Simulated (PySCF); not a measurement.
Compound: C4H7AlO.
Numbering: `[CH:1]#[C:2][AlH:3][O:4][CH2:5][CH3:6]` (hydrogens: H7 on C1; H8 on Al3; H9, H10 on C5; H11, H12, H13 on C6)

Method: PBE0-D3(BJ)/def2-SVP geometry optimisation, gas phase in PySCF; density fitting, grid level 1; the optimiser is geomeTRIC in internal coordinates, started from a GFN2-xTB structure with every atom displaced at random (about 0.01 Å).

Step 3: E = -12888.3527 eV
```
atom  x, y, z in Å  |  force x, y, z in eV/Å
C1      3.2648   -2.1380   -0.6574    0.043   0.012  -0.017
C2      2.6318   -1.1243   -0.4057   -0.009  -0.038   0.005
Al3     1.6379    0.4613   -0.0242    0.019   0.003  -0.011
O4      0.0539    0.3103    0.4778   -0.044   0.075   0.021
C5     -1.2848    0.1484    0.7803    0.032  -0.047  -0.028
C6     -2.1785    0.8258   -0.2395   -0.006   0.011  -0.006
H7      3.8304   -3.0257   -0.8837   -0.017   0.002   0.009
H8      2.2888    1.8902   -0.1666   -0.009  -0.016   0.007
H9     -1.5308   -0.9296    0.8322   -0.004   0.003   0.008
H10    -1.4869    0.5662    1.7840   -0.008  -0.002   0.014
H11    -3.2407    0.6863    0.0151    0.006  -0.001   0.002
H12    -2.0087    0.4059   -1.2433    0.001   0.003   0.003
H13    -1.9716    1.9064   -0.2793   -0.003  -0.004  -0.007
```

Step 4: E = -12888.3536 eV
```
atom  x, y, z in Å  |  force x, y, z in eV/Å
C1      3.2702   -2.1384   -0.6600    0.008   0.018   0.001
C2      2.6328   -1.1277   -0.4062   -0.009  -0.039   0.001
Al3     1.6402    0.4597   -0.0232   -0.014  -0.014   0.000
O4      0.0533    0.3212    0.4793    0.058   0.081  -0.007
C5     -1.2829    0.1518    0.7797   -0.078  -0.063  -0.001
C6     -2.1821    0.8257   -0.2386    0.003   0.016  -0.029
H7      3.8325   -3.0287   -0.8841   -0.005   0.008   0.002
H8      2.2990    1.8845   -0.1643   -0.011  -0.008   0.007
H9     -1.5276   -0.9273    0.8312    0.018   0.018  -0.001
H10    -1.4915    0.5666    1.7839    0.014   0.000   0.005
H11    -3.2434    0.6800    0.0159    0.007  -0.003   0.012
H12    -2.0123    0.4080   -1.2436    0.006  -0.001   0.006
H13    -1.9826    1.9079   -0.2801    0.002  -0.013   0.004
```

Task: Estimate the geometry and energy of step 5. (The exact step hangs on the optimiser's Hessian estimate; all steps are aligned on step 4, rigid shifts and turns removed.)

Result: E = -12888.3551 eV, largest force 0.186 eV/Å
```
atom  x, y, z in Å  |  force x, y, z in eV/Å
C1      3.2607   -2.1394   -0.6614   -0.028   0.001   0.019
C2      2.6230   -1.1297   -0.4045    0.000   0.000  -0.005
Al3     1.6476    0.4698   -0.0209   -0.051  -0.065   0.015
O4      0.0572    0.3515    0.4814    0.149   0.106  -0.033
C5     -1.2749    0.1567    0.7767   -0.165  -0.071   0.035
C6     -2.1853    0.8202   -0.2392    0.009   0.007  -0.040
H7      3.8124   -3.0367   -0.8824    0.015   0.008  -0.008
H8      2.3235    1.8854   -0.1577   -0.010   0.008   0.005
H9     -1.5046   -0.9264    0.8238    0.033   0.021  -0.013
H10    -1.4955    0.5617    1.7832    0.030   0.004  -0.013
H11    -3.2436    0.6544    0.0150    0.002  -0.001   0.013
H12    -2.0093    0.4098   -1.2462    0.009  -0.005   0.009
H13    -2.0054    1.9059   -0.2782    0.007  -0.013   0.016
```

The energy changes by -0.0015 eV. The first-order estimate −F·Δx gives -0.0017 eV and the mean of the old and new forces, exact on a quadratic surface, -0.0015 eV. The step makes an angle of 80° with the force vector and moves no atom by more than 0.031 Å.

The cost below is that of the whole optimisation. Hardware: an Arm Neoverse V1 with one thread, no GPU, shared host. Cost: 94 s wall, 0.49 GiB resident at most.
